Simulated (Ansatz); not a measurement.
Breaking the Be1–H2 bond and 1 like it together in BeH2 (SMILES [BeH2]) (multiplicity 1 held, fragments rigid). Energies count from the point at 1.330 Å.
Geometry at that point (charge 0, multiplicity 1):
```xyz
3

Be     0.0000     0.0000     0.0000
H      0.0000     0.0000    -1.3301
H      0.0000     0.0000     1.3301
```

Signs of static correlation in cc-pVTZ, with CASSCF(4,4), from Ansatz (a quantum-chemistry and plane-wave program) runs.

```tsv
R (Å)	T1 of restricted CCSD	⟨S²⟩ of UHF	largest double amplitude of restricted CCSD	weight of the CASSCF reference in MRCISD	CASSCF natural occupations
1.064	0.004	0.000	0.028	0.971	1.99 1.99 0.02 0.01
1.197	0.005	0.000	0.028	0.971	1.99 1.98 0.02 0.01
1.330	0.006	0.000	0.032	0.971	1.98 1.98 0.02 0.01
1.463	0.007	0.000	0.037	0.971	1.98 1.97 0.03 0.02
1.596	0.010	0.000	0.041	0.972	1.97 1.96 0.04 0.02
1.796	(withheld)	0.000	0.082	0.973	1.95 1.94 0.07 0.04
1.995	(withheld)	0.103	0.131	0.974	1.93 1.90 0.11 0.06
2.328	0.038	0.997	0.247	0.973	1.88 1.78 0.24 0.10
2.660	0.078	1.227	0.477	0.962	1.85 1.52 0.49 0.14
3.059	0.157	1.240	0.873	0.943	1.87 1.14 0.86 0.13
3.591	0.204	1.182	1.116	0.940	1.89 1.02 0.98 0.11
4.256	0.190	1.141	1.115	0.940	1.89 1.00 1.00 0.11
```

### Question
What belongs in the gaps?

### Answer

- 1.796, T1 of restricted CCSD: 0.014
- 1.995, T1 of restricted CCSD: 0.020

Doubts at one or more of the structures used: a restricted determinant that unrestricted orbitals would lower (R-CCSD(T)/cc-pVTZ); T1 above 0.05 (R-CCSD(T)/cc-pVTZ, U-CCSD(T)/cc-pVTZ); other coupled-cluster roots lie near (R-CCSD(T)/cc-pVTZ); a spin-contaminated determinant (U-CCSD(T)/cc-pVTZ); the program's own flag: large difference (U-CCSD(T)/cc-pVTZ).
